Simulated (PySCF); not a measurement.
**Potential energy of Be₂⁺ along the bond**

Set-up: Be cc-pVDZ; no relativity (PySCF 2.14). Energies in eV from Be⁺ + Be in their ground configurations at the same level. State: ²Σu⁺ (doublet), unpaired electrons σ ↑.

All columns are r²SCAN0.

```json
{"R (Å)": "1.913", "E (eV)": "-1.980", "HOMO (eV)": "-11.77", "LUMO (eV)": "-8.69", "Mayer bond order": "0.97", "⟨S²⟩": "0.79"}
{"R (Å)": "2.002", "E (eV)": "-2.174", "HOMO (eV)": "-11.82", "LUMO (eV)": "-8.63", "Mayer bond order": "0.93", "⟨S²⟩": "0.80"}
{"R (Å)": "2.091", "E (eV)": "-2.285", "HOMO (eV)": "-11.87", "LUMO (eV)": "-8.58", "Mayer bond order": "0.89", "⟨S²⟩": "0.81"}
{"R (Å)": "2.157", "E (eV)": "-2.327", "HOMO (eV)": "-11.91", "LUMO (eV)": "-8.53", "Mayer bond order": "0.85", "⟨S²⟩": "0.81"}
{"R (Å)": "2.224", "E (eV)": "-2.342", "HOMO (eV)": "-11.95", "LUMO (eV)": "-8.49", "Mayer bond order": "0.82", "⟨S²⟩": "0.82"}
{"R (Å)": "2.291", "E (eV)": "-2.334", "HOMO (eV)": "-11.99", "LUMO (eV)": "-8.45", "Mayer bond order": "0.80", "⟨S²⟩": "0.82"}
{"R (Å)": "2.380", "E (eV)": "-2.298", "HOMO (eV)": "-12.05", "LUMO (eV)": "-8.39", "Mayer bond order": "0.76", "⟨S²⟩": "0.83"}
{"R (Å)": "2.491", "E (eV)": "-2.224", "HOMO (eV)": "-12.11", "LUMO (eV)": "-8.37", "Mayer bond order": "0.72", "⟨S²⟩": "0.84"}
{"R (Å)": "2.624", "E (eV)": "-2.108", "HOMO (eV)": "-12.19", "LUMO (eV)": "-8.51", "Mayer bond order": "0.67", "⟨S²⟩": "0.85"}
{"R (Å)": "2.802", "E (eV)": "-1.932", "HOMO (eV)": "-12.29", "LUMO (eV)": "-8.69", "Mayer bond order": "0.62", "⟨S²⟩": "0.87"}
```

The state was picked by a PBE0 search and need not be the measured ground state.
